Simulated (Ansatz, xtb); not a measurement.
**Isomers of F3GeH3Sn in order of energy**

4 gas-phase structures of F3GeH3Sn, found in a search over its isomers (lower ones may exist). Each was relaxed with GFN2-xTB:

A. `[F][SnH2][GeH]([F])[F]`, a singlet
B. `[F][Sn]([F])([F])[GeH3]`, a singlet
C. `[F][GeH2][SnH]([F])[F]`, a singlet
D. `[F][Ge]([F])([F])[SnH3]`, a singlet

Question: Estimate their order in r2SCAN-D4/def2-SVP energy at these geometries, lowest first.

Answer: Calculated order at r2SCAN-D4/def2-SVP: D (0.000), A (0.530), B (0.548), C (0.691) eV. Less than 1 kcal/mol parts A and B, so the order within that pair means little.

Energies above the lowest of each column, in eV; the last columns are at PBE-D3(BJ)/def2-SVP geometries (a dash: not run or not comparable):

```json
{"structure": "D", "GFN2-xTB": "0.000", "HF/STO-3G": "0.000", "r2SCAN-D4/def2-SVP": "0.000", "PBE-D3(BJ)/def2-SVP": "0.000", "CCSD(T)/def2-SVP + ΔMP2/def2-TZVPP": "0.000"}
{"structure": "A", "GFN2-xTB": "0.598", "HF/STO-3G": "0.747", "r2SCAN-D4/def2-SVP": "0.530", "PBE-D3(BJ)/def2-SVP": "0.464", "CCSD(T)/def2-SVP + ΔMP2/def2-TZVPP": "0.534"}
{"structure": "B", "GFN2-xTB": "1.258", "HF/STO-3G": "1.086", "r2SCAN-D4/def2-SVP": "0.548", "PBE-D3(BJ)/def2-SVP": "0.384", "CCSD(T)/def2-SVP + ΔMP2/def2-TZVPP": "0.428"}
{"structure": "C", "GFN2-xTB": "1.010", "HF/STO-3G": "1.157", "r2SCAN-D4/def2-SVP": "0.691", "PBE-D3(BJ)/def2-SVP": "0.594", "CCSD(T)/def2-SVP + ΔMP2/def2-TZVPP": "–"}
```

Every level run on D puts it lowest or level with the lowest. CCSD(T)/def2-SVP + ΔMP2/def2-TZVPP orders those it was run on as D (0.000), B (0.428), A (0.534) eV. Flexible structures stand in one conformer each, not always the lowest. Frequencies (PBE-D3(BJ)/def2-SVP) were run for A, B, D alone. Atoms past krypton carry core potentials in the def2 sets, without spin–orbit terms. ΔMP2 is the change of the MP2 energy from the smaller to the larger basis.

Over these structures GFN2-xTB departs from r2SCAN-D4/def2-SVP by 0.240 eV on average once a common shift is removed. A GFN2-xTB relaxation took about 0.099 s and the r2SCAN-D4/def2-SVP energy about 2.1 s on a shared host (Ansatz 0.2.0, xtb 6.7.1).
